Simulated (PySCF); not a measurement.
**NMR data sheet: C9H13N**

```yaml
Formula: C9H13N
SMILES: CCN(C)c1ccccc1
Point_group_of_the_computed_structure: C1
Degrees_of_unsaturation: 4
Carbon_signals: 7
Proton_signals: 6
```

Bonds (- single, = double, # triple, : aromatic): C1-C2, C2-N3, N3-C4, N3-C5, C5:C6, C6:C7, C7:C8, C8:C9, C9:C10, C10:C5. C1 carries H11, H12, H13; C2 carries H14, H15; C4 carries H16, H17, H18; C6 carries H19; C7 carries H20; C8 carries H21; C9 carries H22; C10 carries H23.

PySCF 2.14 calculation with geometry: GFN2-xTB and shielding tensors at PBE0/pcSseg-1 (GIAO); one computed conformer, equivalent nuclei averaged, no solvent model, non-relativistic.

δ = σ(ref) − σ, references computed at the same level: ¹H (31.72 ppm), ¹³C (186.93 ppm) against TMS; NH3 for ¹⁵N (267.73 ppm).

| carbon | δC, type | δH (multiplicity) | HMBC from (2–3 bonds) | span of the C tensor (ppm) |
| --- | --- | --- | --- | --- |
| C1 | 10.8, CH3 | 1.06 (t) | H14/H15 | 28 |
| C2 | 49.6, CH2 | 3.53 (q) | H16/H17/H18, H11/H12/H13 | 55 |
| C4 | 40.3, CH3 | 3.05 (s) | H14/H15 | 61 |
| C5 | 150.9, C | – | H20/H22, H19/H23, H14/H15, H16/H17/H18 | 191 |
| C6/C10 | 114.4, CH | 6.68 (d) | H20/H22, H21, H19/H23 | 194 |
| C7/C9 | 135.1, CH | 7.51 (m) | H20/H22, H21, H19/H23 | 237 |
| C8 | 120.3, CH | 6.90 (t) | H20/H22, H19/H23 | 217 |

Other nuclei:
| atoms | nucleus | environment | δ (ppm) | σ (ppm) |
| --- | --- | --- | --- | --- |
| N3 | ¹⁵N | aniline-type nitrogen | 78.8 | 188.9 |

Carbon types of the structure: 1 × C, 5 × CH, 1 × CH2, 2 × CH3, which accounts for all hydrogens. δC 150.9: aromatic carbon bearing nitrogen; the electronegative substituent deshields the carbon that carries it. δC 135.1, 120.3, 114.4: aromatic CH. δH 7.51, 6.90, 6.68: hydrogen on an aromatic CH. δH 3.53: hydrogen on an sp3 CH2 bonded to N; its carbon carries N, an electronegative neighbour. δH 3.05: hydrogen on a methyl carbon bonded to N; its carbon carries N, an electronegative neighbour.

Shifts are as computed. Against solution values, carbons near 30 ppm lie about +3 ppm off and those near 130 ppm about +5 ppm. Of 1211 compounds with measured shifts, 218 miss one by over three times the rms of a fit or turn the order of signals round; such compounds aren't used in these exercises. Experimental scales use liquid or dissolved standards, which lie at an offset from isolated NH3 (liquid NH3: subtract about 20 ppm). Multiplicities follow the n + 1 count of equivalent neighbours, as no J values were calculated; m marks all less simple cases, F and P coupling included.
